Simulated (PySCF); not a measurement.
Dipole moment and polarisability of `[SiH3][SiH2][SiH2][SiH2]CCl`

CH11ClSi4.
Structure used (PBE0-D3(BJ)/def2-SVP), in Å, numbered top down from 1:
```xyz
17
CH11ClSi4 angstrom
Si     2.2508    1.1653   -0.3331
Si     1.6736   -0.9441    0.5318
Si    -0.2425   -1.7163   -0.5829
Si    -2.1682   -0.5606    0.0942
C     -1.8088    1.3027    0.2305
Cl    -0.6134    1.5857    1.5383
H      3.4105    0.9996   -1.2658
H      2.6403    2.1271    0.7407
H      1.1200    1.7407   -1.1266
H      1.4448   -0.9066    2.0076
H      2.7946   -1.9020    0.2601
H     -0.0517   -1.4988   -2.0541
H     -0.4611   -3.1804   -0.3546
H     -3.2822   -0.7475   -0.8905
H     -2.6222   -1.0379    1.4350
H     -2.7118    1.8776    0.4810
H     -1.3862    1.7128   -0.6985
```

Level: B3LYP/def2-SVPD (PySCF), static field, nuclei fixed, core orbitals frozen in the response. The polarisability tensor in these axes (au):

```
x   166.30   7.35   1.71
y     7.35 148.37   5.68
z     1.71   5.68 126.33
```

Q: Give the principal values, the mean and the anisotropy Δα = √{½[(α1 − α2)² + (α2 − α3)² + (α1 − α3)²]}.

A: Principal values 124.95, 146.82 and 169.22 au; mean 147.00 au = 21.78 Å³ = 24.24 × 10⁻⁴⁰ C²·m²/J; Δα = 38.34 au (26 % of the mean).

Q: What is the dipole moment, and where does it point?

A: (-1.27, 0.13, -0.80) D, 1.51 D in size, pointing from the negative to the positive side. Measured along this direction, the outermost atoms are H11 at the negative end and H14 at the positive end.

Q: Rayleigh depolarisation ratio (linearly polarised light, static tensor)?

A: ρ = 3Δα²/(45ᾱ² + 4Δα²) = 4409.8/(972377 + 5879.8) = 0.00451.

Q: Refractivity n − 1 of an ideal gas of it at 350 K and 1 atm, from the electronic α?

A: N = p/kT = 2.0968 × 10¹⁹ cm⁻³, so n − 1 = 2π × N × 21.78 × 10⁻²⁴ cm³ = 2870 × 10⁻⁶ at long wavelengths, for an ideal gas.

Q: Find the Langevin capture rate constant for O2+ (31.990 u) meeting this molecule (169.963 u), k = 2.342 × 10⁻⁹ cm³/s × √(α in Å³ / reduced mass in u).

A: The reduced mass is 26.92 u, so k = 2.11 × 10⁻⁹ cm³/s. The formula leaves out the permanent dipole, which adds to the capture rate.

Q: Sum over states: ᾱ = Σ f/ω², ω in Eh. What share falls to these 10 lowest TDDFT singlets (eV, f)? 6.09, 0.0755; 6.29, 0.0019; 6.42, 0.0536; 6.54, 0.0296; 6.63, 0.0045; 6.64, 0.0764; 6.73, 0.0057; 6.74, 0.0178; 6.79, 0.0753; 6.94, 0.0319.

A: They add up to 6.46 au, 4.4 % of the 147.00 au; the largest single term is 1.51 au, from the state at 6.09 eV. Terms in order: 1.51, 0.04, 0.96, 0.51, 0.08, 1.28, 0.09, 0.29, 1.21, 0.49 au. Higher excitations give the rest. The strengths listed sum to 0.372.

Isolated species at its PBE0-D3(BJ)/def2-SVP geometry (one conformer only).
